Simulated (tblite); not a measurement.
C3H4F3NSi.
SMILES with atom numbers: `[N:1]#[C:2][C@H:3]([SiH3:4])[C:5]([F:6])([F:7])[F:8]` (hydrogens: H9 on C3; H10, H11, H12 on Si4)

Computed with GFN2-xTB (tblite), gas phase: L-BFGS steps from a force-field or distance-geometry start until the largest atomic force falls under 0.01 eV/Å.

Step 13: E = -742.4964 eV
```
atom  x, y, z in Å  |  force x, y, z in eV/Å
N1     -0.3902    2.4019   -1.3912    0.060  -0.001  -0.004
C2     -0.2707    1.5476   -0.6421   -0.084   0.018  -0.039
C3     -0.1219    0.4609    0.2801   -0.050   0.052   0.038
Si4     1.5507   -0.4707   -0.0064    0.060  -0.005  -0.008
C5     -1.2985   -0.4746    0.1629   -0.048   0.002  -0.032
F6     -1.1350   -1.5657    0.9349   -0.009  -0.006  -0.042
F7     -2.4646    0.0694    0.5427    0.031   0.086   0.084
F8     -1.4923   -0.9126   -1.0871    0.125  -0.108  -0.035
H9     -0.1197    0.8685    1.2942   -0.056  -0.008   0.062
H10     1.6348   -0.9059   -1.3928   -0.075  -0.007  -0.022
H11     2.5512    0.5397    0.3183    0.045   0.040  -0.016
H12     1.5573   -1.5592    0.9605    0.001  -0.062   0.014
```

Step 14: E = -742.4988 eV
```
atom  x, y, z in Å  |  force x, y, z in eV/Å
N1     -0.3816    2.3948   -1.3959    0.029   0.060  -0.058
C2     -0.2726    1.5458   -0.6402   -0.026  -0.006   0.030
C3     -0.1217    0.4649    0.2879   -0.106   0.010   0.009
Si4     1.5462   -0.4698   -0.0074    0.064  -0.015   0.021
C5     -1.2963   -0.4722    0.1642   -0.048  -0.040  -0.019
F6     -1.1367   -1.5652    0.9333    0.016  -0.027  -0.001
F7     -2.4670    0.0649    0.5393    0.041   0.103   0.050
F8     -1.4765   -0.9125   -1.0872    0.093  -0.077  -0.045
H9     -0.1193    0.8688    1.3025   -0.061   0.016   0.066
H10     1.6215   -0.9002   -1.3939   -0.072  -0.024  -0.054
H11     2.5484    0.5384    0.3118    0.070   0.060  -0.007
H12     1.5567   -1.5584    0.9597   -0.001  -0.061   0.009
```

Question: Estimate the geometry and energy of step 15. (The exact step hangs on the optimiser's Hessian estimate; all steps are aligned on step 14, rigid shifts and turns removed.)

Answer: E = -742.5012 eV, largest force 0.112 eV/Å
```
atom  x, y, z in Å  |  force x, y, z in eV/Å
N1     -0.3722    2.3884   -1.4012    0.004   0.079  -0.075
C2     -0.2754    1.5446   -0.6383    0.027  -0.006   0.076
C3     -0.1234    0.4691    0.2959   -0.108  -0.027  -0.016
Si4     1.5428   -0.4690   -0.0080    0.046  -0.011   0.041
C5     -1.2949   -0.4708    0.1651   -0.020  -0.064  -0.001
F6     -1.1383   -1.5655    0.9318    0.027  -0.040   0.033
F7     -2.4685    0.0626    0.5369    0.044   0.086  -0.006
F8     -1.4590   -0.9139   -1.0883    0.039  -0.034  -0.027
H9     -0.1203    0.8693    1.3118   -0.069   0.031   0.043
H10     1.6069   -0.8950   -1.3959   -0.067  -0.033  -0.062
H11     2.5471    0.5383    0.3052    0.078   0.064  -0.002
H12     1.5562   -1.5588    0.9590   -0.001  -0.047  -0.004
```

The energy changes by -0.0024 eV. The first-order estimate −F·Δx gives -0.0033 eV and the mean of the old and new forces, exact on a quadratic surface, -0.0023 eV. The step makes an angle of 70° with the force vector and moves no atom by more than 0.018 Å.

What follows is the cost of the whole relaxation. On one thread of an Intel Xeon 6975P-C, no GPU, on a shared host, this took 0.27 s.
